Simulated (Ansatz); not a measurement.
**Question.** Name a neutral molecule of C, O, Ti and H with LUMO energy (PBE/def2-TZVPP) between -2.05 and -1.75 eV and HOMO–LUMO gap (B3LYP/def2-TZVPP) between 6.60 and 6.90 eV (Ansatz, PBE0-D4/def2-TZVP geometry).

**Answer.** `CC(C)[O][Ti]([OH])([OH])[OH]` (-1.90 eV, 6.65 eV). Other molecules can fit too; these were computed, each in one conformer that needn't be the lowest.

B3LYP here is the variant with VWN-RPA as its local correlation; programs differ in this.
